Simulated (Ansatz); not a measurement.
Species: C4H5BO2, SMILES `Bc1cc(O)co1` (charge 0, multiplicity 1).

Question: Give a relaxed geometry from Ansatz (a first-principles code) with PBE-D3(BJ)/def2-SVP.

Answer: One answer among several that fit: the end point of this relaxation, one of several conformers (outside a Z-matrix the atoms follow the SMILES, hydrogens last).
Bonds (Å): B1–C2 1.515, B1–H8 1.215, B1–H9 1.216, C2–C3 1.400, C2–O7 1.393, C3–C4 1.419, C3–H10 1.095, C4–O5 1.355, C4–C6 1.396, O5–H11 0.975, C6–O7 1.345, C6–H12 1.097. Bond angles (°): C2–B1–H8 120.7, C2–B1–H9 118.4, H8–B1–H9 120.9, B1–C2–C3 132.5, B1–C2–O7 119.7, C3–C2–O7 107.8, C2–C3–C4 107.7, C2–C3–H10 125.8, C4–C3–H10 126.5, C3–C4–O5 124.7, C3–C4–C6 105.6, O5–C4–C6 129.7, C4–O5–H11 109.1, C4–C6–O7 110.8, C4–C6–H12 132.3, O7–C6–H12 117.0, C2–O7–C6 108.2.
